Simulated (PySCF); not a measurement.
Vertical excitations of a molecule C₅H₅F from TDDFT-PBE/def2-SVPD (PySCF), as energy in eV (oscillator strength): 4.71 (0.070), 5.64 (0.001), 5.95 (0.011), 6.05 (0.004), 6.37 (0.005), 6.77 (0.000), 6.91 (0.005), 7.06 (0.000), 7.51 (0.107), 7.56 (0.000). Lowest triplet (TDA): 3.00 eV. The structure is a stationary point at B3LYP-D3(BJ)/def2-SVP. The values are those of a single conformer.

Task: Which structure fits?
A) C=C=CC(=C)F
B) C#CC1(F)CC1
C) FC1=CC=CC1
D) C#C/C=C(/C)F

Result: C, FC1=CC=CC1
